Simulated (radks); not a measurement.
Values are calculated unless marked as measured or tabulated.
All-electron atom: Ru in [Kr] 4d7.5 5p0.5 (fractional occupations, a model configuration). Level of theory: Dirac Kohn-Sham, BLYP, spin-unpolarised, spherical densities, point nucleus; open shells are shared between the two j in proportion to 2j + 1 (a radial shooting solver on a logarithmic mesh with Libxc functionals). Some entries of the table are withheld. Estimate them.

| orbital | occ. | eigenvalue (Ry) | r(max) (bohr) |
|---|---|---|---|
| 1s1/2 | 2 | -1611.789 | (1) |
| 2s1/2 | 2 | (2) | 0.1230 |
| 2p1/2 | 2 | -214.0590 | 0.09545 |
| 2p3/2 | 4 | -204.4305 | 0.09945 |
| 3s1/2 | 2 | -40.72832 | (3) |
| 3p1/2 | 2 | -33.90833 | 0.3485 |
| 3p3/2 | 4 | -32.27500 | 0.3581 |
| 3d3/2 | 4 | -20.19611 | (4) |
| 3d5/2 | 6 | -19.87787 | (5) |
| 4s1/2 | 2 | -5.56134 | 0.9142 |
| 4p1/2 | 2 | -3.53462 | 0.9659 |
| 4p3/2 | 4 | -3.28570 | 0.9909 |
| 4d3/2 | 3 | (6) | 1.214 |
| 4d5/2 | 4.5 | (7) | 1.227 |
| 5p1/2 | 0.166667 | -0.09248 | 3.897 |
| 5p3/2 | 0.333333 | -0.08523 | 4.066 |

Answer. 
(1) 1s1/2 r(max) (bohr): 0.02171
(2) 2s1/2 eigenvalue (Ry): -231.6415
(3) 3s1/2 r(max) (bohr): 0.3618
(4) 3d3/2 r(max) (bohr): 0.2993
(5) 3d5/2 r(max) (bohr): 0.3021
(6) 4d3/2 eigenvalue (Ry): -0.37221
(7) 4d5/2 eigenvalue (Ry): -0.34939
